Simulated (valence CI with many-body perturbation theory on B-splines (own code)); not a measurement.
**Level structure of Rh XIII**

Method: valence CI with perturbative core correlation (CI+MBPT): five valence electrons over a frozen Dirac-Fock core [Ar] 3d10, radial functions for each j: 11 s, 11 p, 10 d, 8 f, 5 g, 2 h, with the one-electron correlation potential Σ1, the two-electron term Σ2, the three-electron term Σ3, Breit, model QED; selected CI, second order for the rest, scaled by the run's own slope (own B-spline code, finite nucleus).

No measured spectrum was set against this ion. As an estimate, levels hold to about 250 cm⁻¹ or 0.2 % of their energy and the worst to 1 %, as in measured heavy ions of charge 2 to 7; those with d or f electrons hold less well. Among the levels kept, up to 2500 cm⁻¹ of a level comes from second order outside the variational space, and about a tenth of that is noise between levels of different J, which matters for small intervals.

Levels 46 to 90 of 170, with energies above the lowest level, 4s2 4p3 4S°_3/2. "Leading %" is the weight of the configuration and term that name the level; weights of strongly mixed levels are sums over their largest components and can fall short. Lifetimes count E1, E2, E3, M1 and M2 decay at the calculated energies, and are blank where another channel may lead or the interval is too uncertain; long ones can be off by a factor of two.

| No. | Configuration | Term | J | E (eV) | Leading % | Second component | Lifetime |
| --- | --- | --- | --- | --- | --- | --- | --- |
| 46 | 4s 4p3 4d | 6D° | 7/2 | 84.65 | 88 |  | 2.61 ns |
| 47 | 4s 4p3 4d | 6D° | 9/2 | 85.06 | 91 | 7 % 4s 4p3 4d 4F° | 5.20 ns |
| 48 | 4p5 | 2P° | 1/2 | 85.32 | 68 | 25 % 4s 4p3 4d 2P° | 59.4 ps |
| 49 | 4s 4p3 4d | 4D° | 5/2 | 89.47 | 58 | 21 % 4s 4p3 4d 4F° | 305 ps |
| 50 | 4s 4p3 4d | 4F° | 3/2 | 89.47 | 45 | 36 % 4s 4p3 4d 4D° | 281 ps |
| 51 | 4s 4p3 4d | 4D° | 7/2 | 90.57 | 74 | 7 % 4s 4p3 4d 6D° | 630 ps |
| 52 | 4s 4p3 4d | 4D° | 1/2 | 91.10 | 92 |  | 414 ps |
| 53 | 4s 4p3 4d | 4D° | 3/2 | 91.34 | 49 | 41 % 4s 4p3 4d 4F° | 300 ps |
| 54 | 4s 4p3 4d | 4F° | 5/2 | 91.70 | 59 | 27 % 4s 4p3 4d 4D° | 270 ps |
| 55 | 4s 4p3 4d | 4F° | 7/2 | 92.37 | 64 | 13 % 4s 4p3 4d 4G° | 310 ps |
| 56 | 4s 4p3 4d | 4G° | 5/2 | 93.36 | 71 | 11 % 4s 4p3 4d 4F° | 175 ps |
| 57 | 4s 4p3 4d | 4F° | 9/2 | 93.41 | 63 | 27 % 4s 4p3 4d 4G° | 370 ps |
| 58 | 4s 4p3 4d | 4G° | 7/2 | 93.83 | 60 | 27 % 4s 4p3 4d 4F° | 160 ps |
| 59 | 4s 4p3 4d | 2S° | 1/2 | 94.40 | 65 | 15 % 4s 4p3 4d 4P° | 170 ps |
| 60 | 4s 4p3 4d | 4G° | 9/2 | 94.58 | 48 | 44 % 4s 4p3 4d 4F° | 256 ps |
| 61 | 4s 4p3 4d | 4G° | 11/2 | 95.55 | 94 |  | 281 ps |
| 62 | 4s 4p3 4d | 4D° | 1/2 | 96.08 | 88 | 4 % 4s 4p3 4d 2P° | 53.3 ps |
| 63 | 4s 4p3 4d | 2G° | 7/2 | 96.81 | 69 | 7 % 4s 4p3 4d 2F° | 187 ps |
| 64 | 4s 4p3 4d | 2G° | 9/2 | 97.08 | 68 | 14 % 4s 4p3 4d 4F° | 261 ps |
| 65 | 4s 4p3 4d | 4D° | 3/2 | 97.11 | 68 | 6 % 4s 4p3 4d 2D° | 43.6 ps |
| 66 | 4s 4p3 4d | 2D° | 5/2 | 97.59 | 29 | 20 % 4s 4p3 4d 4D° | 32.6 ps |
| 67 | 4s 4p3 4d | 4P° | 3/2 | 97.82 | 58 | 11 % 4s 4p3 4d 4S° | 38.9 ps |
| 68 | 4s 4p3 4d | 4P° | 1/2 | 98.53 | 66 | 19 % 4s 4p3 4d 2S° | 71.1 ps |
| 69 | 4s 4p3 4d | 4F° | 3/2 | 99.26 | 71 | 9 % 4s 4p3 4d 2D° | 70.3 ps |
| 70 | 4s 4p3 4d | 4P° | 5/2 | 99.30 | 34 | 23 % 4s 4p3 4d 4F° | 17.1 ps |
| 71 | 4s 4p3 4d | 4F° | 7/2 | 99.41 | 46 | 14 % 4s 4p3 4d 4G° | 36.7 ps |
| 72 | 4s 4p3 4d | 4F° | 5/2 | 99.63 | 36 | 12 % 4s 4p3 4d 4D° | 37.4 ps |
| 73 | 4s 4p3 4d | 4D° | 5/2 | 100.12 | 49 | 34 % 4s 4p3 4d 4P° | 19.9 ps |
| 74 | 4s 4p3 4d | 2D° | 3/2 | 100.53 | 54 | 9 % 4s 4p3 4d 4S° | 24.6 ps |
| 75 | 4s 4p3 4d | 4D° | 7/2 | 100.58 | 61 | 10 % 4s 4p3 4d 2G° | 35.2 ps |
| 76 | 4s 4p3 4d | 4F° | 9/2 | 100.65 | 44 | 32 % 4s 4p3 4d 2G° | 168 ps |
| 77 | 4s 4p3 4d | 4P° | 3/2 | 101.32 | 60 | 15 % 4s 4p3 4d 4S° | 7.90 ps |
| 78 | 4s 4p3 4d | 4P° | 5/2 | 101.65 | 62 | 13 % 4s 4p3 4d 2F° | 14.8 ps |
| 79 | 4s 4p3 4d | 2P° | 1/2 | 101.93 | 53 | 13 % 4s 4p3 4d 4D° | 9.43 ps |
| 80 | 4s 4p3 4d | 2F° | 7/2 | 101.95 | 53 | 22 % 4s 4p3 4d 4D° | 35.6 ps |
| 81 | 4s 4p3 4d | 4S° | 3/2 | 102.44 | 45 | 19 % 4s 4p3 4d 4P° | 7.93 ps |
| 82 | 4s 4p3 4d | 2D° | 5/2 | 102.48 | 40 | 28 % 4s 4p3 4d 2F° | 34.6 ps |
| 83 | 4s 4p3 4d | 2D° | 3/2 | 102.82 | 50 | 19 % 4s 4p3 4d 4D° | 14.1 ps |
| 84 | 4s 4p3 4d | 4D° | 7/2 | 103.05 | 42 | 21 % 4s 4p3 4d 2G° | 7.05 ps |
| 85 | 4s 4p3 4d | 4D° | 5/2 | 103.20 | 49 | 13 % 4s 4p3 4d 2D° | 10.4 ps |
| 86 | 4s 4p3 4d | 4P° | 1/2 | 103.42 | 63 | 21 % 4s 4p3 4d 4D° | 6.56 ps |
| 87 | 4s 4p3 4d | 2G° | 7/2 | 103.66 | 34 | 24 % 4s 4p3 4d 2F° | 25.7 ps |
| 88 | 4s 4p3 4d | 4D° | 3/2 | 103.99 | 46 | 14 % 4s 4p3 4d 2D° | 10.6 ps |
| 89 | 4s 4p3 4d | 2P° | 3/2 | 104.67 | 47 | 15 % 4s 4p3 4d 4P° | 8.15 ps |
| 90 | 4s 4p3 4d | 4D° | 5/2 | 104.76 | 34 | 18 % 4s 4p3 4d 2D° | 10.6 ps |

Names give the largest LS component (configuration and term), which can be under half, so a name can repeat, a term be missing and a line seem to break the LS rules; names also repeat where a configuration has a term twice.

Where two levels of one J and parity lie close, their mixing, g and order are uncertain.
